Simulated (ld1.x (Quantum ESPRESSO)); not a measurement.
# boron (B): one change to a TM potential, before and after

- Element: B
- Generator: ld1.x (Quantum ESPRESSO) 7.5
- Type: norm-conserving Troullier–Martins (Kleinman–Bylander form)
- Functional: LDA (PZ)
- Relativity: non-relativistic
- Frozen core: [He]
- Valence charge: 3
- Reference configuration: 2s1.5 2p0 (charge +1.5)
- Partial waves: 2s (bound): rc 1.05 bohr; 2p (bound, empty): rc 2.00 bohr; 3d channel at 0.05 Ry: rc 2.05 bohr
- Local potential: all-electron potential smoothed inside 1.35 bohr (lloc = -1)
- Core correction: Bessel-smoothed model core inside 0.90 bohr

All-electron outer shells of the reference configuration (LDA (PZ), non-relativistic, ld1.x):

| shell | level (eV) | outermost node (bohr) | outermost maximum (bohr) |
| --- | --- | --- | --- |
| 2s | -25.26 | 0.46 | 1.41 |
| 2p | -19.33 | – | 1.32 |

Change: wave 2s (bound): rc 1.05 bohr becomes 2s (bound): rc 1.14 bohr.

Cutoffs: the cutoffs (Ry, on a coarse ladder) from which the occupation-weighted sum of valence levels, in a spherical-Bessel basis at the reference potential, stays within 10 and 1 mRy of its value at 400 Ry; they do not see the model core or the augmentation charge, which bear on the density cutoff. Errors are all-electron minus pseudo energies relative to the spin-unpolarised reference configuration.

Predict the effect on cutoff, ghosts and configuration errors.

The potential gets softer (40 Ry and 80 Ry → 21 Ry and 60 Ry); of the 9 tests that both files solve, the error grows in 1 and shrinks in 0 by more than 15 % and 0.3 meV (median size 37.0 → 35.9 meV); neither file shows a bound ghost. A larger radius leaves more room for a smooth pseudo-wave, so fewer plane waves are needed.

| quantity | base | changed |
| --- | --- | --- |
| cutoff, loose | 40 Ry | 21 Ry |
| cutoff, tight | 80 Ry | 60 Ry |
| bound ghosts | none | none |
| error for 2s2 2p1, meV [ΔE -19.48 eV] | +37 | +36 |
| error for 2s2 2p0, meV [ΔE -11.16 eV] | +4.9 | +5.1 |
| error for 2s1 2p0, meV [ΔE 14.14 eV] | +6.6 | +7.0 |
| error for 2s1 2p1, meV [ΔE -5.21 eV] | +22 | +20 |
| error for 2s2 2p1.3, meV [ΔE -20.26 eV] | +42 | +40 |
| error for 2s1 2p2, meV [ΔE -13.80 eV] | +54 | +50 |
| error for 2s0 2p3, meV [ΔE -8.10 eV] | +81 | +74 |
| error for 2s1.5 2p0 (spin-polarised), meV [ΔE -0.13 eV] | +0.6 | +0.9 |
| error for 2s2 2p1 (spin-polarised), meV [ΔE -19.72 eV] | +46 | +44 |
| s: phases at 2.25 bohr within 0.05 rad from the reference energy up to (Ry; the scan ends near 5) | 1.4 | 1.5 |
| p: phases at 2.25 bohr within 0.05 rad from the reference energy up to (Ry; the scan ends near 5) | 1.3 | 1.3 |
| d: phases at 2.25 bohr within 0.05 rad from the reference energy up to (Ry; the scan ends near 5) | to the end of the scan | to the end of the scan |
